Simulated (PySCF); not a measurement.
Geometry (Å), atoms numbered from 1 in this order:
```xyz
20

C     3.094    0.483    0.051
O     2.305   -0.601   -0.370
C     0.965   -0.544   -0.118
C     0.292    0.418    0.505
C    -1.197    0.281    0.658
C    -1.920    1.357   -0.058
N    -2.933    1.907    0.445
Si   -1.590   -1.442   -0.111
C     0.219   -1.746   -0.628
H     4.114    0.248   -0.249
H     2.778    1.415   -0.429
H     3.052    0.609    1.138
H     0.751    1.309    0.903
H    -1.491    0.327    1.710
H    -1.501    1.603   -1.047
H    -3.377    2.620   -0.130
H    -2.499   -1.374   -1.257
H    -2.081   -2.388    0.893
H     0.655   -2.649   -0.202
H     0.357   -1.825   -1.707
```

Single conformer, no solvent, fast rotation and ring inversion assumed for equivalent nuclei, no relativistic terms. Structure optimised with GFN2-xTB; σ from GIAO-PBE0/pcSseg-1; PySCF.

Chemical shifts δ = σref − σ; 13C (σref 186.93), 1H (σref 31.72), 29Si (σref 349.16) against TMS; 17O (σref 336.08) vs H2O; NH3 for 15N (σref 267.73), all at this level.

```tsv
atoms	nucleus	count	δ (ppm)
H18	1H	1	4.49
H17	1H	1	?
H19	1H	1	?
C6	13C	1	181.1
C4	13C	1	?
C1	13C	1	?
H15	1H	1	8.17
H16	1H	1	10.36
O2	17O	1	122.4
Si8	29Si	1	-31.8
H14	1H	1	3.47
H10/H11/H12	1H	3	3.77
H13	1H	1	4.51
C5	13C	1	?
H20	1H	1	1.94
N7	15N	1	?
C3	13C	1	171.4
C9	13C	1	18.7
```

Estimate the values marked ?.

Answers


- C4: 99.8 ppm, carbon bonded to 2 C, H
- C1: 57.0 ppm, carbon bonded to O, 3 H
- C5: 43.5 ppm, carbon bonded to 2 C, Si, H
- H17: 4.23 ppm, hydrogen on a silicon bonded to 2 C
- H19: 1.87 ppm, hydrogen on a carbon bonded to C, Si
- N7: 343.9 ppm, nitrogen bonded to C, H

Exchangeable OH/NH protons stand at their gas-phase positions; hydrogen bonding in a real sample shifts them, mostly to higher δ. Shifts are as computed. Against solution values, carbons near 30 ppm lie about +3 ppm off and those near 130 ppm about +5 ppm. Of 1309 compounds with measured shifts, 239 miss one by over three times the rms of a fit or turn the order of signals round; such compounds aren't used in these exercises. Experimental scales use liquid or dissolved standards, which lie at an offset from isolated NH3 (liquid NH3: subtract about 20 ppm) and H2O (liquid H2O: subtract about 36 ppm). Unscaled 15N shifts of sp2 nitrogen come out 20 to 40 ppm too high even then.
